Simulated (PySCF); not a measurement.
# Shapes and spin states of MoCl4

Method: B3LYP in PySCF with Mo def2-TZVP with ECP28, Cl def2-TZVP; scalar-relativistic core potentials, no spin–orbit coupling; density-fitted integrals.

Relaxations began from a few typed shapes and spin states; open shells are unrestricted. The search is not exhaustive: other isomers or separated fragments can lie lower, and high-lying points may rest on an excited occupation.

```
   spin  group               bonds                                      angles  imaginary modes (cm⁻¹)  ΔE (kJ/mol)  ΔE with ZPE (kJ/mol)
triplet     Td  Mo–Cl 2.249 Å (×4)                        Cl–Mo–Cl 109.5° (×6)                    none          0.0                   0.0
singlet    D2d  Mo–Cl 2.242 Å (×4)  Cl–Mo–Cl 103.2° (×4), Cl–Mo–Cl 122.9° (×2)                     44i        100.7                     –
```

The lowest minimum found is the triplet Td: Mo–Cl 2.249 Å (×4); Cl–Mo–Cl 109.5° (×6).

Formally Mo is in oxidation state +4, d2, with 2 unpaired electrons (the high-spin count). The Mulliken spin on Mo is 1.70. The polar-tensor charge on Mo, 2.10, is far below the formal one.

For the lowest minimum: with open d or f shells other occupations or spin states may lie lower.
